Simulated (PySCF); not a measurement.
A run for PySCF: R-MP2/6-31G* on Si2H6 (SMILES [SiH3][SiH3]) with ghost functions, monomers drawn apart or pushed together.

```python
from pyscf import gto, scf, dft, mp
from pyscf.data.elements import chemcore

mol = gto.M(
    atom='''
    Si    0.81326034   -1.37242700    6.15396259
    Si    0.93029480    0.96187555    6.31006682
    H     1.10156000   -2.00264659    7.47135545
    H     1.80868049   -1.89961920    5.19025209
    H    -0.54016710   -1.81708123    5.74341789
    H     1.26416678    1.38590573    7.69718867
    H    -0.36700885    1.58989912    5.96163021
    H     1.98302241    1.50882211    5.42051616
    ghost-N   -0.41246894    0.18904168    0.96084620
    ghost-H   -0.35981099   -0.69423092    0.46676276
    ghost-H   -1.36152978    0.53396089    0.87454400
    ghost-H    0.19811306    0.84359086    0.48555377
    ''',
    basis='6-31g*',
    cart=True,
    charge=0, spin=0, verbose=3, max_memory=1800)
mf = scf.RHF(mol)
mf.conv_tol = 1e-8
mf.max_cycle = 100
mf.kernel()
if not mf.converged:
    mf = mf.newton().run(mf.mo_coeff, mf.mo_occ)
pt = mp.MP2(mf, frozen=chemcore(mol)).run()
```

Problem. What total energy does the run end on?

Solution. -581.4628 hartree.
